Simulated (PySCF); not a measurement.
## Mo: interval between two levels

Mo [Kr] 4d5 5s1 [7S3, M_J = 3] → Mo [Kr] 4d4 5s1 5p1 [7F6, M_J = 6], as a difference of total energies. Calculation: PySCF 2.14, in x2c-TZVPall-2c with one added diffuse shell each of s, p, d type (9s10p8d1f, 86 functions); the two-component X2C-1e Hamiltonian. Correlated levels: [Ar] 3d10 frozen; the 6 highest virtual spinors dropped. "Screened" scales the spin-orbit matrix elements by Boettger's factors to mimic the two-electron term; Breit and QED terms are absent.

```json
{"method": "GHF (spin-free)", "interval between two levels (cm⁻¹)": "24191"}
{"method": "GMP2 (spin-free)", "interval between two levels (cm⁻¹)": "28342"}
{"method": "GHF (screened spin-orbit)", "interval between two levels (cm⁻¹)": "25259"}
{"method": "GMP2 (screened spin-orbit)", "interval between two levels (cm⁻¹)": "29464"}
```

The labels give the starting determinants; with spin-orbit coupling the two ends relaxed to ⟨J²⟩ = 12.00, ⟨L²⟩ = 0.01, ⟨S²⟩ = 12.00 and ⟨J²⟩ = 42.02, ⟨L²⟩ = 12.05, ⟨S²⟩ = 11.99.
